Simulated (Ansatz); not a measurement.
Reaction (substitution at a C–C bond): `CCSC(C)(C)C` + `C[N](C)[In]([OH])[O][SiH3]` → `C[O][In]([O][SiH3])[N](C)C` + `CCSC(C)C`

Gas-phase electronic energies from Ansatz, PBE0-D4/def2-TZVP geometries. CBS: MP2 limit from def2 TZ/QZ plus the TZ coupled-cluster correction, frozen cores. DFT in def2-TZVPP. def2 core potentials past Kr. For In outer-core shells are correlated without core-valence functions, which leaves a few kJ/mol of doubt a bond. One conformer a species, not always the lowest.

CCSD(T)/CBS gives +17.9 kcal/mol.

Question: Another level gave +16.0 kcal/mol. Which?
A. BLYP/def2-TZVPP
B. LC-ωPBE/def2-TZVPP
C. BHLYP-D4/def2-TZVPP
D. MP2/def2-TZVPP

Answer: B. LC-ωPBE 16.0, BLYP 12.0, BHLYP-D4 14.8, MP2/def2-TZVPP 19.8 kcal/mol.

Largest T1 diagnostic among the species: 0.015.

At CCSD(T), def2-SVP lies −2.5 kcal/mol from the extrapolated value and def2-TZVPP −0.4 kcal/mol. From PBE to PBE0 (25 % exact exchange), in def2-TZVPP and without D4, ΔE moves by +0.8 kcal/mol.

CCSD(T)/CBS has its own doubt, a few kJ/mol and more with outer-core shells, so smaller differences from it don't rank the levels.
